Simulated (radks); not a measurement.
Pd4+, configuration [Kr] 4d5 4f1 (not the ground configuration).

Calculated with a radial shooting solver on a logarithmic mesh with Libxc functionals: scalar-relativistic Kohn-Sham, PBE, spin-unpolarised, spherical densities, point nucleus.

Energy parts (eV):
| part | energy |
|---|---|
| total | -137151.690 |
| kinetic | 142273.375 |
| electron-nucleus | -328675.113 |
| Hartree | 53100.389 |
| exchange-correlation | -3850.340 |

Orbitals (lengths in bohr, moments of r in powers of bohr; <r^-3> diverges for s and p1/2; r(max) is where P^2 peaks):
orbital	occ.	eigenvalue (eV)	<r>	r(max)	<r^2>	<r^-3>
1s	2	-24234.61	0.03185	0.02066	0.001371	-
2s	2	-3597.193	0.1383	0.1168	0.02256	-
2p	6	-3232.113	0.1206	0.09340	0.01777	3504
3s	2	-703.8410	0.3791	0.3417	0.1644	-
3p	6	-583.8488	0.3784	0.3349	0.1663	619.1
3d	10	-393.4504	0.3571	0.2821	0.1521	84.34
4s	2	-149.6707	0.9268	0.8452	0.9699	-
4p	6	-114.4280	1.003	0.8982	1.146	106.9
4d	5	-62.7255	1.218	1.027	1.729	10.22
4f	1	-20.8493	2.577	2.144	7.937	0.3044
5s	0	-44.6200	2.190	2.019	5.356	-
5p	0	-35.7502	2.488	2.286	6.926	18.11
5d	0	-23.6858	3.247	3.005	11.84	1.678
5f	0	-12.5307	5.144	5.381	31.17	0.1664

The highest occupied level is 4f at -20.849 eV. The configuration is held as typed, so some empty levels lie below it. Summed over all electrons, <r^2> = 28.40 bohr^2, which gives a Langevin (diamagnetic) susceptibility term of -22.5 x 10^-6 cm^3/mol.
